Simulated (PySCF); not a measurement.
The dipole of `CC#C[SiH2]NCC[SiH2]C#N` from its density and from atomic charges.

Coordinates (GFN2-xTB, Å) and charges (e) from the PBE0/pcSseg-1 density (PySCF):

```
atom       x       y       z  Mulliken      IAO  Hirshfeld  ESP-fitted
  C1   4.381  -1.105  -1.071   -0.1626  -0.4404    -0.0916     -0.5806
  C2   3.325  -0.561  -0.246   -0.1137  +0.0118    -0.0216     +0.3010
  C3   2.441  -0.112   0.436   -0.4396  -0.3906    -0.1873     -0.5573
 Si4   1.116   0.565   1.523   +0.7733  +0.9133    +0.3810     +0.6429
  N5  -0.155   0.948   0.424   -0.7001  -0.6792    -0.2287     -0.6058
  C6  -1.460   1.406   0.829   -0.0202  -0.1312    -0.0202     +0.1566
  C7  -2.519   0.935  -0.164   -0.5292  -0.5394    -0.1542     -0.3172
 Si8  -2.302  -0.925  -0.509   +0.7062  +0.7542    +0.3771     +0.4067
  C9  -3.805  -1.417  -1.512   -0.2028  -0.1548    -0.0380     +0.1571
 N10  -4.722  -1.724  -2.127   -0.2145  -0.2091    -0.2128     -0.4014
 H11   3.991  -1.908  -1.698   +0.1559  +0.1768    +0.0650     +0.1939
 H12   5.176  -1.504  -0.441   +0.1560  +0.1775    +0.0654     +0.1979
 H13   4.796  -0.326  -1.712   +0.1542  +0.1762    +0.0646     +0.1924
 H14   1.654   1.704   2.290   -0.1106  -0.1548    -0.0853     -0.1245
 H15   0.572  -0.451   2.433   -0.1040  -0.1363    -0.0769     -0.0968
 H16   0.102   1.315  -0.481   +0.2012  +0.2584    +0.1148     +0.3263
 H17  -1.666   0.983   1.815   +0.1211  +0.1338    +0.0427     +0.0452
 H18  -1.493   2.503   0.929   +0.1280  +0.1254    +0.0355     +0.0132
 H19  -3.513   1.157   0.229   +0.1539  +0.1573    +0.0488     +0.0944
 H20  -2.416   1.501  -1.093   +0.1497  +0.1493    +0.0445     +0.1065
 H21  -1.148  -1.243  -1.350   -0.0443  -0.0952    -0.0621     -0.0846
 H22  -2.365  -1.720   0.721   -0.0577  -0.1031    -0.0602     -0.0662
```

Problem. Form Σ q r in debye for every column and set it beside the full dipole.

Solution. The full density gives (4.36, 2.09, 1.22) D, 4.98 D in size; dipole vectors point from the negative to the positive end.

```tsv
scheme	μx	μy	μz	size (D)	share of the full size (%)	angle to the full dipole (°)
Mulliken	5.61	0.40	1.89	5.94	119	21
IAO	4.14	1.02	2.27	4.83	97	18
Hirshfeld	3.72	1.27	1.24	4.12	83	7
ESP-fitted	4.33	2.09	1.26	4.98	100	1
```

Problem. Which set comes closest?

Solution. Length of the difference vector: ESP-fitted 0.04 D, Hirshfeld 1.04 D, IAO 1.52 D, Mulliken 2.21 D. Closest: ESP-fitted. 

Problem. What is left for the Hirshfeld atoms' own dipoles?

Solution. The Hirshfeld atoms' densities add up to the full density, so μ = Σ q r + Σ (atomic dipoles). The atomic dipoles sum to (4.36, 2.09, 1.22) − (3.72, 1.27, 1.24) = (0.64, 0.82, -0.02) D, 1.04 D in size.

Problem. With the origin at the mean of the coordinates, (0.000, 0.001, -0.035) Å, which are the largest single terms, by size, of the Hirshfeld dipole along the direction of the full one?

Solution. N10 +5.48, Si8 -4.56, Si4 +2.92, C3 -1.98, C1 -1.37 D; all 22 atoms together +4.09 D. The single terms depend on the origin, their sum doesn't.

Problem. Give the size of the full dipole in other units.

Solution. 4.98 D = 1.961 au = 1.037 e·Å = 16.62 × 10⁻³⁰ C·m.

Geometry: GFN2-xTB, one conformer, isolated molecule.

Conformer computed: `[CH3:1][C:2]#[C:3][SiH2:4][NH:5][CH2:6][CH2:7][SiH2:8][C:9]#[N:10]`: C3–Si4–N5–C6 174°, Si4–N5–C6–C7 -149°, N5–C6–C7–Si8 49°, C6–C7–Si8–C9 171°.
